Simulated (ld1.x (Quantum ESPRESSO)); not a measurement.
# Which change was made? (Sb, TM semilocal)

| Property | Result |
| --- | --- |
| Element | antimony |
| Generator | ld1.x (Quantum ESPRESSO) 7.5 |
| Type | norm-conserving Troullier–Martins (semilocal form) |
| Functional | PBE |
| Relativity | scalar-relativistic |
| Frozen core | [Kr] 4d10 |
| Valence charge | 5 |
| Reference configuration | 5s2 5p3 |
| Partial waves | 5p (bound): rc 1.75 bohr; 5d channel at 0.05 Ry: rc 1.85 bohr; 5s (bound): rc 2.05 bohr |
| Local potential | the s channel |
| Core correction | Bessel-smoothed model core, default radius (core density twice the valence density) |

Cutoffs, loose and tight: the cutoffs (Ry, on a coarse ladder) from which the occupation-weighted sum of valence levels, in a spherical-Bessel basis at the reference potential, stays within 10 and 1 mRy of its value at 400 Ry. They do not see the model core or the augmentation charge, which bear on the density cutoff. Test errors are all-electron minus pseudo excitation energies from the reference, over the configurations 5s2 5p2; 5s2 5p1; 5s2 5p0; 5s1 5p3; 5s1 5p0; 5s2 5p3.3; 5s0 5p5; variants that change the core or the reference have their own tests.

The base gives: outcome: generated; cutoff, loose: 35 Ry; cutoff, tight: 60 Ry; bound ghosts: none; largest test error (meV): -506.

(1) After one change the result is: outcome: generated; cutoff, loose: 35 Ry; cutoff, tight: 60 Ry; bound ghosts: d; largest test error (meV): -506. Which change was it?
A. form changed from semilocal to separable (Kleinman–Bylander), still TM
B. core [Kr], valence charge 15; reference 4d10 5s2 5p2; waves now 5p (bound): rc 2.15 bohr; 4d (bound): rc 1.40 bohr; 4f channel at 0.2 Ry: rc 2.20 bohr; 5s (bound): rc 1.95 bohr; core correction none
C. wave 5p (bound): rc 1.75 bohr becomes 5p (bound): rc 2.18 bohr

Answers

(1) A. The others give: wave 5p (bound): rc 1.75 bohr becomes 5p (bound): rc 2.18 bohr → outcome: generated; cutoff, loose: 25 Ry; cutoff, tight: 35 Ry; bound ghosts: none; largest test error (meV): -475 | core [Kr], valence charge 15; reference 4d10 5s2 5p2; waves now 5p (bound): rc 2.15 bohr; 4d (bound): rc 1.40 bohr; 4f channel at 0.2 Ry: rc 2.20 bohr; 5s (bound): rc 1.95 bohr; core correction none → outcome: generated; cutoff, loose: 100 Ry; cutoff, tight: 160 Ry; bound ghosts: none; largest test error (meV): -294. In the semilocal form every listed channel keeps its own potential, so the choice of the local channel does not act on these tests. It acts once the file is put into the separable form.
